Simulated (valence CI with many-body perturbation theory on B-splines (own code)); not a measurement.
Pb LXII in three bases

Computed by configuration interaction combined with many-body perturbation theory (CI+MBPT): three valence electrons over a frozen Dirac-Fock core [Ar], radial functions for each j: 7 s, 7 p, 8 d, 6 f, 4 g, 1 h, with the one-electron correlation potential Σ1 (screened to all orders), the two-electron term Σ2, the three-electron term Σ3, Breit, model QED; selected single and double excitations, second order for the rest, scaled by the run's own slope (own B-spline code, finite nucleus).

No measured spectrum was set against this ion. As an estimate, large intervals hold to a few tenths of a per cent, small ones and those within an open d or f shell to about a per cent. The list stops below the first excitations out of the core. Only levels of the ground parity were solved; by the run's estimate the other parity begins above the list, which can be wrong where configurations are misplaced.

The reference run has the lowest level (3d3/2^3) J=3/2 and an ionisation energy of 6597.91 eV. Its largest variational space holds 4709 state functions.

Levels are named by their leading jj configuration (3d3/2^4 stands for four electrons in 3d with j = 3/2), which in mixed levels can hold well under half, so a name can repeat and another be missing. Letters in brackets count levels of one name in rising energy.

Changed runs:
A. basis 6 s, 6 p, 5 d, 5 f, 1 g
B. basis 5 s, 5 p, 4 d, 4 f

Excitation energies of the reference run in cm⁻¹, and shifts in cm⁻¹:

| Level | Reference | A | B |
| --- | --- | --- | --- |
| (3d3/2^2 3d5/2) J=5/2 [a] | 891864 | -255 | -442 |
| (3d3/2^2 3d5/2) J=3/2 | 947858 | -135 | -125 |
| (3d3/2^2 3d5/2) J=9/2 | 978414 | +83 | +291 |
| (3d3/2^2 3d5/2) J=7/2 | 984836 | +25 | +142 |
| (3d3/2^2 3d5/2) J=1/2 | 997770 | +7.4 | +165 |
| (3d3/2^2 3d5/2) J=5/2 [b] | 1222260 | +304 | +696 |
| (3d3/2 3d5/2^2) J=7/2 [a] | 1860730 | -241 | -378 |
| (3d3/2 3d5/2^2) J=9/2 | 1903990 | -113 | -87 |
| (3d3/2 3d5/2^2) J=3/2 | 1954740 | -91 | -100 |
| (3d3/2 3d5/2^2) J=1/2 | 1981960 | +50 | +268 |
| (3d3/2 3d5/2^2) J=11/2 | 1988020 | +144 | +499 |
| (3d3/2 3d5/2^2) J=5/2 [a] | 1990680 | -44 | +41 |
| Ionisation energy (eV) | 6597.91 | -0.07 | -0.11 |
